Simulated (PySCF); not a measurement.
PySCF input for Sb(Cl)(SiH3)2 (ClH₆SbSi₂), SMILES [SiH3][Sb]([SiH3])[Cl], PBE-D3(BJ)/def2-SVP. Geometry optimised at PBE-D3(BJ)/def2-SVP. The def2 effective core potentials stand for the cores of Sb; spin–orbit coupling is left out.

```python
import numpy as np
from pyscf import gto, scf, dft, df
from pyscf.hessian import thermo

mol = gto.M(
    atom='''
    Sb    0.73903094    0.13355716    0.00000000
    Cl   -0.90923277    1.92427820   -0.00000001
    Si   -0.61021036   -1.12068501    1.84557640
    H    -0.49838207   -0.33404044    3.12203526
    H    -0.02136612   -2.49160273    2.06204984
    H    -2.05411723   -1.24683906    1.44921832
    Si   -0.61021035   -1.12068501   -1.84557640
    H    -0.49838206   -0.33404045   -3.12203527
    H    -2.05411722   -1.24683906   -1.44921833
    H    -0.02136611   -2.49160274   -2.06204984
    ''',
    basis='def2-SVP',
    ecp={'Sb': 'def2-svp'},
    charge=0,
    spin=0,
    max_memory=1600,
    verbose=3,
)
mf = dft.RKS(mol, xc='pbe').density_fit(auxbasis='def2-universal-jkfit')
mf.disp = 'd3bj'
mf.grids.level = 3
mf.conv_tol = 1e-11
mf.max_cycle = 100
mf.kernel()

# [left out here: the lines that compute and print the analytic Hessian (its translational invariance restored by hand, since the grid's response is missing), thermochemistry and intensities]
```

Program output:

```
converged SCF energy = -1282.25178601054

WARN: DFTD3 does not support analytical Hessian, using finite difference


WARN: Mole.unit (angstrom) is changed to Bohr

Mode                                 0                   1                   2
Irrep
Freq [cm^-1]                       70.1370             78.6148             93.5092
Reduced mass [au]                   3.3707              7.6199              1.0236
Force const [Dyne/A]                0.0098              0.0277              0.0053
Char temp [K]                     100.9116            113.1091            134.5389
Normal mode                   x     y     z       x     y     z       x     y     z
       0  Sb                -0.01  0.02  0.00   -0.00  0.00 -0.03   -0.00  0.00 -0.00
       1  Cl                 0.04  0.06 -0.00    0.00  0.00  0.11    0.00  0.00  0.00
       2  Si                 0.00 -0.07 -0.05   -0.04  0.07 -0.02    0.01 -0.01 -0.00
       3   H                 0.09 -0.23  0.04   -0.05  0.13 -0.05   -0.30  0.21 -0.11
       4   H                -0.04 -0.12 -0.24   -0.09  0.06  0.07    0.27  0.14  0.27
       5   H                -0.02  0.03 -0.00   -0.03  0.09 -0.05    0.08 -0.38 -0.14
       6  Si                 0.00 -0.07  0.05    0.04 -0.07 -0.02   -0.01  0.01 -0.00
       7   H                 0.09 -0.23 -0.04    0.05 -0.13 -0.05    0.30 -0.21 -0.11
       8   H                -0.02  0.03  0.00    0.03 -0.09 -0.05   -0.08  0.38 -0.14
       9   H                -0.04 -0.12  0.24    0.09 -0.06  0.07   -0.27 -0.14  0.27
Mode                                 3                   4                   5
Irrep
Freq [cm^-1]                      101.2534            129.4345            290.0569
Reduced mass [au]                   5.3890              1.2213              8.2882
Force const [Dyne/A]                0.0326              0.0121              0.4108
Char temp [K]                     145.6812            186.2274            417.3274
Normal mode                   x     y     z       x     y     z       x     y     z
       0  Sb                -0.04 -0.01  0.00   -0.01 -0.01 -0.00   -0.03 -0.03  0.00
       1  Cl                 0.04  0.06 -0.00   -0.02 -0.02  0.00   -0.01  0.01  0.00
       2  Si                 0.05 -0.01  0.07    0.02  0.02  0.04    0.05  0.05 -0.08
       3   H                 0.04  0.05  0.03    0.34 -0.14  0.11    0.08  0.05 -0.08
       4   H                 0.16  0.04  0.11   -0.21 -0.11 -0.19    0.10  0.07 -0.11
       5   H                 0.05 -0.14  0.13   -0.05  0.35  0.20    0.04  0.01 -0.03
       6  Si                 0.05 -0.01 -0.07    0.02  0.02 -0.04    0.05  0.05  0.08
       7   H                 0.04  0.05 -0.03    0.34 -0.14 -0.11    0.08  0.05  0.08
       8   H                 0.05 -0.14 -0.13   -0.05  0.35 -0.20    0.04  0.01  0.03
       9   H                 0.16  0.04 -0.11   -0.21 -0.11  0.19    0.10  0.07  0.11
Mode                                 6                   7                   8
Irrep
Freq [cm^-1]                      293.1622            336.6156            451.9445
Reduced mass [au]                   8.8336             39.0792              1.1076
Force const [Dyne/A]                0.4473              2.6089              0.1333
Char temp [K]                     421.7952            484.3149            650.2475
Normal mode                   x     y     z       x     y     z       x     y     z
       0  Sb                 0.00  0.00  0.04   -0.03  0.03 -0.00   -0.00  0.00  0.01
       1  Cl                 0.00 -0.00 -0.00    0.10 -0.11 -0.00   -0.00  0.00 -0.01
       2  Si                 0.06  0.06 -0.08    0.00  0.01 -0.01    0.00 -0.03 -0.02
       3   H                 0.05  0.02 -0.06   -0.00  0.02 -0.01    0.30  0.34 -0.27
       4   H                 0.10  0.07 -0.12   -0.01  0.01  0.01   -0.12 -0.02  0.30
       5   H                 0.05  0.02 -0.05   -0.00  0.01 -0.00   -0.08  0.09  0.23
       6  Si                -0.06 -0.06 -0.08    0.00  0.01  0.01   -0.00  0.03 -0.02
       7   H                -0.05 -0.02 -0.06   -0.00  0.02  0.01   -0.30 -0.34 -0.27
       8   H                -0.05 -0.02 -0.05   -0.00  0.01  0.00    0.08 -0.09  0.23
       9   H                -0.10 -0.07 -0.12   -0.01  0.01 -0.01    0.12  0.02  0.30
Mode                                 9                  10                  11
Irrep
Freq [cm^-1]                      477.5728            482.6634            518.2502
Reduced mass [au]                   1.1567              1.1289              1.1367
Force const [Dyne/A]                0.1554              0.1549              0.1799
Char temp [K]                     687.1210            694.4451            745.6467
Normal mode                   x     y     z       x     y     z       x     y     z
       0  Sb                -0.01  0.00  0.00    0.00 -0.00  0.00    0.01  0.01 -0.00
       1  Cl                -0.00  0.02 -0.00    0.00 -0.00 -0.01   -0.00  0.00 -0.00
       2  Si                 0.03 -0.03 -0.01    0.04 -0.01  0.00   -0.02 -0.02 -0.03
       3   H                -0.04  0.20 -0.14   -0.20  0.05 -0.02    0.32  0.26 -0.23
       4   H                -0.33 -0.12  0.33   -0.31 -0.13  0.21    0.03  0.03  0.19
       5   H                 0.07  0.28 -0.24    0.12  0.28 -0.39   -0.13 -0.06  0.40
       6  Si                 0.03 -0.03  0.01   -0.04  0.01  0.00   -0.02 -0.02  0.03
       7   H                -0.04  0.20  0.14    0.20 -0.05 -0.02    0.32  0.26  0.23
       8   H                 0.07  0.28  0.24   -0.12 -0.28 -0.39   -0.13 -0.06 -0.40
       9   H                -0.33 -0.12 -0.33    0.31  0.13  0.21    0.03  0.03 -0.19
Mode                                12                  13                  14
Irrep
Freq [cm^-1]                      799.0008            835.1817            892.0516
Reduced mass [au]                   1.0955              1.1014              1.0358
Force const [Dyne/A]                0.4121              0.4526              0.4856
Char temp [K]                    1149.5842           1201.6405           1283.4637
Normal mode                   x     y     z       x     y     z       x     y     z
       0  Sb                 0.00 -0.00  0.00    0.00  0.00 -0.00   -0.00 -0.00 -0.00
       1  Cl                -0.00  0.00 -0.00    0.00 -0.00 -0.00    0.00  0.00  0.00
       2  Si                -0.02 -0.02  0.03   -0.02 -0.02  0.03   -0.01 -0.01 -0.02
       3   H                 0.21  0.25 -0.17    0.21  0.28 -0.19    0.10 -0.27  0.15
       4   H                 0.27  0.07 -0.28    0.27  0.07 -0.28    0.33  0.20  0.37
       5   H                 0.08  0.19 -0.34    0.06  0.18 -0.31   -0.02  0.30 -0.05
       6  Si                 0.02  0.02  0.03   -0.02 -0.02 -0.03    0.01  0.01 -0.02
       7   H                -0.21 -0.25 -0.17    0.21  0.28  0.19   -0.10  0.27  0.15
       8   H                -0.08 -0.19 -0.34    0.06  0.18  0.31    0.02 -0.30 -0.05
       9   H                -0.27 -0.07 -0.28    0.27  0.07  0.28   -0.33 -0.20  0.37
Mode                                15                  16                  17
Irrep
Freq [cm^-1]                      896.1060            898.1711            901.1013
Reduced mass [au]                   1.0348              1.0348              1.0354
Force const [Dyne/A]                0.4896              0.4919              0.4953
Char temp [K]                    1289.2971           1292.2682           1296.4841
Normal mode                   x     y     z       x     y     z       x     y     z
       0  Sb                -0.00 -0.00  0.00    0.00 -0.00 -0.00    0.00 -0.00  0.00
       1  Cl                 0.00  0.00 -0.00   -0.00 -0.00  0.00   -0.00  0.00 -0.00
       2  Si                -0.01 -0.01 -0.01    0.01 -0.02 -0.00    0.02 -0.01 -0.00
       3   H                 0.03 -0.24  0.13   -0.43  0.15 -0.06   -0.46  0.19 -0.08
       4   H                 0.36  0.20  0.32    0.15  0.03 -0.15    0.08 -0.01 -0.20
       5   H                -0.04  0.37 -0.00   -0.11  0.35  0.30   -0.10  0.29  0.30
       6  Si                -0.01 -0.01  0.01   -0.01  0.02 -0.00    0.02 -0.01  0.00
       7   H                 0.03 -0.24 -0.13    0.43 -0.15 -0.06   -0.46  0.19  0.08
       8   H                -0.04  0.37  0.00    0.11 -0.35  0.30   -0.10  0.29 -0.30
       9   H                 0.36  0.20 -0.32   -0.15 -0.03 -0.15    0.08 -0.01  0.20
Mode                                18                  19                  20
Irrep
Freq [cm^-1]                     2139.9849           2142.9089           2167.7599
Reduced mass [au]                   1.0244              1.0240              1.0444
Force const [Dyne/A]                2.7640              2.7706              2.8915
Char temp [K]                    3078.9618           3083.1688           3118.9239
Normal mode                   x     y     z       x     y     z       x     y     z
       0  Sb                -0.00 -0.00 -0.00   -0.00 -0.00  0.00    0.00 -0.00 -0.00
       1  Cl                -0.00  0.00  0.00   -0.00  0.00 -0.00   -0.00 -0.00  0.00
       2  Si                 0.00 -0.02  0.01   -0.00  0.02 -0.01    0.02 -0.02 -0.01
       3   H                -0.02 -0.13 -0.18    0.02  0.14  0.20    0.04  0.24  0.39
       4   H                -0.25  0.56 -0.08    0.24 -0.55  0.08   -0.12  0.29 -0.05
       5   H                 0.23  0.01  0.07   -0.24 -0.01 -0.07   -0.39 -0.04 -0.12
       6  Si                -0.00  0.02  0.01   -0.00  0.02  0.01   -0.02  0.02 -0.01
       7   H                 0.02  0.13 -0.18    0.02  0.14 -0.20   -0.04 -0.24  0.39
       8   H                -0.23 -0.01  0.07   -0.24 -0.01  0.07    0.39  0.04 -0.12
       9   H                 0.25 -0.56 -0.08    0.24 -0.55 -0.08    0.12 -0.29 -0.05
Mode                                21                  22                  23
Irrep
Freq [cm^-1]                     2168.9713           2178.0232           2181.9160
Reduced mass [au]                   1.0458              1.0527              1.0526
Force const [Dyne/A]                2.8986              2.9424              2.9526
Char temp [K]                    3120.6668           3133.6905           3139.2913
Normal mode                   x     y     z       x     y     z       x     y     z
       0  Sb                 0.00 -0.00  0.00    0.00 -0.00  0.00    0.00  0.00 -0.00
       1  Cl                -0.00  0.00 -0.00   -0.00  0.00 -0.00   -0.00 -0.00 -0.00
       2  Si                 0.01 -0.02 -0.01    0.02  0.01  0.02    0.02  0.01  0.02
       3   H                 0.05  0.27  0.44   -0.03 -0.25 -0.40   -0.02 -0.21 -0.33
       4   H                -0.13  0.30 -0.05   -0.00  0.02  0.00   -0.02  0.06 -0.01
       5   H                -0.31 -0.03 -0.09   -0.48 -0.04 -0.13   -0.54 -0.04 -0.15
       6  Si                 0.01 -0.02  0.01   -0.02 -0.01  0.02    0.02  0.01 -0.02
       7   H                 0.05  0.27 -0.44    0.03  0.25 -0.40   -0.02 -0.21  0.33
       8   H                -0.31 -0.03  0.09    0.48  0.04 -0.13   -0.54 -0.04  0.15
       9   H                -0.13  0.30  0.05    0.00 -0.02  0.00   -0.02  0.06  0.01
temperature 298.1500 [K]
pressure 101325.00 [Pa]
Rotational constants [GHz] 1.47231 1.45450 1.13989
Symmetry number 1
Zero-point energy (ZPE) 0.04904 [Eh]   128744.450 [J/mol]
                           tot       elec      trans        rot        vib
Entropy [J/mol/K]       407.148      0.000    175.981    122.452    108.715
Cv [J/mol/K]            121.994      0.000     12.472     12.472     97.051
Cp [J/mol/K]            130.309      0.000     20.786     12.472     97.051
Internal energy [J/mol]                      3718.434   3718.434 145248.910
Internal energy [Eh]   -1282.19363  -1282.25179
Enthalpy [J/mol]                             6197.391   3718.434 145248.910
Enthalpy [Eh]          -1282.19269
Gibbs free energy [J/mol]                  -46271.345 -32790.680 112835.446
Gibbs free energy [Eh] -1282.23892
mode   freq/cm-1   IR/(km/mol)
   1       70.14         0.107
   2       78.61         1.475
   3       93.51         0.021
   4      101.25         1.864
   5      129.43         0.033
   6      290.06         1.082
   7      293.16         0.032
   8      336.62        23.607
   9      451.94         1.630
  10      477.57        11.710
  11      482.66         2.942
  12      518.25         0.106
  13      799.00       401.399
  14      835.18       197.379
  15      892.05        32.999
  16      896.11        27.084
  17      898.17         2.316
  18      901.10        48.950
  19     2139.98        61.273
  20     2142.91        87.616
  21     2167.76        24.980
  22     2168.97        86.525
  23     2178.02        59.687
  24     2181.92        65.903
max |gradient| / (hartree/bohr): 0.00014673062356383249
APT charges: [ 0.422  -0.441   0.6638 -0.2115 -0.2281 -0.2146  0.6638 -0.2115 -0.2146
 -0.2281]
```

The run converged.
